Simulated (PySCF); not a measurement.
C4F8.
InChI=1S/C4F8/c5-1(2(6)7)3(8,9)4(10,11)12

Torsions of this conformer, `[F:1][C:2]([F:3])=[C:4]([F:5])[C:6]([F:7])([F:8])[C:9]([F:10])([F:11])[F:12]`: C2–C4–C6–F7 129°, C4–C6–C9–F10 179°.

The closed-shell ground state was solved at several levels (PySCF, density fitting, gas phase, non-relativistic). One conformer (not necessarily the lowest) at the PBE0-D3(BJ)/def2-SVP geometry, without solvent, vibrations or thermal averaging.

```json
{"level": "B3LYP/pcJ-1", "basis functions": "324", "HOMO (eV)": "-8.09", "LUMO (eV)": "-0.95", "gap (eV)": "7.14", "dipole (D)": "1.06"}
{"level": "PBE0/def2-SVPD", "basis functions": "264", "HOMO (eV)": "-8.45", "LUMO (eV)": "-0.85", "gap (eV)": "7.60", "dipole (D)": "1.07"}
{"level": "KT3/pcSseg-2", "basis functions": "432", "HOMO (eV)": "-6.98", "LUMO (eV)": "-1.65", "gap (eV)": "5.33", "dipole (D)": "1.10"}
```

(1) What might PBE0/pcSseg-1 (204 basis functions) give for the same quantities?

(2) Over all these levels, which gives the widest orbital gap and which the narrowest?

(3) How far do the dipole and the HOMO energy spread over the levels?

Results:

(1) HOMO -8.31 eV, LUMO -0.68 eV, gap 7.63 eV, dipole 1.07 D.

(2) PBE0/pcSseg-1 (global hybrid, 25 % exact exchange) has the widest, 7.63 eV, and KT3/pcSseg-2 (GGA) the narrowest, 5.33 eV. Functional and basis both differ between the two, so the spread mixes both effects.

(3) The dipole runs from 1.06 to 1.10 D (mean 1.07 D) and the HOMO from -8.45 to -6.98 eV.
